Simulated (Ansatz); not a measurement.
Species: CH3Zn, net charge 1, singlet state. 
Geometry from a B3LYP-D3(BJ)/def2-TZVP (Ansatz, an electronic-structure program) optimisation:
SMILES: [CH3][Zn+]
```xyz
5

Zn    -0.3464    -0.1992    -0.2734
C      1.0935     0.6288     0.8630
H      1.5632    -0.2249     1.3432
H      0.5446     1.2815     1.5361
H      1.7219     1.1459     0.1433
```
Charge +1, spin multiplicity 1.

Wanted: vertical electron affinity (to the doublet state of charge +0; a negative value means that the extra electron is unbound and the number depends on the basis; each state is the SCF solution reached for its spin; the molecule has degenerate orbitals, so one determinant may break the symmetry; for the singlet the Hartree-Fock reference is unstable and T1 is 0.016), in eV. Valence correlation only, unless marked. Open shells are spin-unrestricted. Spin-orbit coupling is left out. Frozen are the shells of the preceding noble gas and the d and f shells that filled before the atom's block. Non-relativistic. CBS marks a two-point X^-3 extrapolation of the correlation energy; Hartree-Fock from the larger set. [CCSD(T)-MP2]/basis is that difference in the basis named.

```tsv
level	program	vertical electron affinity (eV)
HF/def2-SVPD	Ansatz	6.67
HF/def2-TZVPPD	Ansatz	6.66
HF/def2-QZVPPD	Ansatz	6.66
SVWN5/def2-TZVPD	Ansatz	7.32
PBE/def2-TZVPD	Ansatz	7.17
r2SCAN/def2-TZVPD	Ansatz	7.31
B3LYP/def2-TZVPD	Ansatz	7.24
BHLYP/def2-TZVPD	Ansatz	7.12
wB97M-V/def2-TZVPD	Ansatz	7.12
wB97X/def2-TZVPD	Ansatz	7.15
MP2/def2-SVPD	Ansatz	6.87
RI-MP2/def2-QZVPPD	Ansatz	7.06
CCSD/def2-TZVPPD	Ansatz	7.04
RI-MP2/CBS(def2-TZVPPD,def2-QZVPPD)+[CCSD(T)-MP2]/def2-SVPD	Ansatz	7.14
RI-MP2/CBS(def2-TZVPPD,def2-QZVPPD)+[CCSD(T)-MP2]/def2-TZVPPD	Ansatz	7.14
```
